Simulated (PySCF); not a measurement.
`C=C[C@@H](C)C(=C)Cl`: 4 charge schemes on one density

C6H9Cl.
SMILES with atom numbers: `[CH2:1]=[CH:2][C@@H:3]([CH3:4])[C:5](=[CH2:6])[Cl:7]` (hydrogens: H8, H9 on C1; H10 on C2; H11 on C3; H12, H13, H14 on C4; H15, H16 on C6)

Structure used (GFN2-xTB), in Å, numbered top down from 1:
```xyz
16
C6H9Cl angstrom
C      2.0764   -1.1448   -0.3122
C      1.2043   -0.1981   -0.5983
C      0.0169    0.1460    0.2578
C      0.0933    1.6089    0.7087
C     -1.2495   -0.1175   -0.5095
C     -2.1610   -1.0185   -0.1893
Cl    -1.4644    0.8543   -1.9299
H      2.9164   -1.3562   -0.9518
H      1.9917   -1.7485    0.5770
H      1.3073    0.3958   -1.4959
H      0.0074   -0.5022    1.1395
H      0.9949    1.7663    1.2954
H      0.1174    2.2726   -0.1517
H     -0.7714    1.8604    1.3184
H     -2.0410   -1.6319    0.6859
H     -3.0465   -1.1777   -0.7784
```

Density: PBE0/pcSseg-1 (PySCF); schemes: Mulliken, IAO, Hirshfeld and ESP-fitted. The structure is a single GFN2-xTB conformer in the gas phase; no vibrational or solvent corrections.

Q: What partial charge does each atom carry?

A: In e; atoms taken as equivalent share a row and are averaged (×n: the atom named and its like, n in all):

```csv
atom,environment,Mulliken,IAO,Hirshfeld,ESP-fitted
C1,terminal =CH2 carbon,-0.133,-0.319,-0.103,-0.463
C2,alkene CH carbon,-0.139,-0.130,-0.042,-0.139
C3,allylic carbon,-0.281,-0.109,-0.025,+0.300
C4,methyl carbon,-0.177,-0.418,-0.123,-0.572
C5,vinylic C–Cl carbon,-0.227,+0.010,+0.031,-0.072
C6,terminal =CH2 carbon,-0.021,-0.340,-0.118,-0.388
Cl7,vinyl chlorine,-0.078,-0.048,-0.013,-0.074
H8,vinylic hydrogen,+0.118,+0.154,+0.048,+0.195
H9,vinylic hydrogen,+0.107,+0.142,+0.044,+0.177
H10,vinylic hydrogen,+0.117,+0.148,+0.036,+0.139
H11,methine hydrogen,+0.113,+0.143,+0.050,+0.070
H12/H13/H14,methyl hydrogen,+0.121,+0.147,+0.038,+0.155
H15,vinylic hydrogen,+0.115,+0.159,+0.053,+0.170
H16,vinylic hydrogen,+0.124,+0.166,+0.049,+0.192
```

Mean size of the charges over all atoms: ESP-fitted 0.213 e, IAO 0.170 e, Mulliken 0.132 e, Hirshfeld 0.053 e. Each set sums to the total charge, 0, to within 0.001 e. The Mulliken scheme counts on each atom the diagonal of the density matrix times the overlap matrix over that atom's basis functions. The ESP scheme fits charges at the nuclei, held to the total charge, to the electrostatic potential on points at 1.4 to 2.0 times the van der Waals radii.

Lowest charge. The schemes don't all agree: Mulliken C3 (-0.281); IAO C4 (-0.418); Hirshfeld C4 (-0.123); ESP-fitted C4 (-0.572).

Highest charge. The schemes don't all agree: Mulliken H16 (+0.124); IAO H16 (+0.166); Hirshfeld H15 (+0.053); ESP-fitted C3 (+0.300).

Q: How many electrons does the ESP-fitted scheme count on C4?

A: Z − q = 6 − (-0.572) = 6.572.

Q: Sum the charges by element, for elements with more than one atom.

A: 
```tsv
element	atoms	Mulliken	IAO	Hirshfeld	ESP-fitted
C	6	-0.978	-1.306	-0.380	-1.334
H	9	+1.056	+1.354	+0.393	+1.408
```

The run behind these numbers computed NMR shieldings as well. The run took 20 s wall on an Intel Xeon Platinum 8488C with one thread (shared host), and the process peaked at 0.73 GiB of memory.
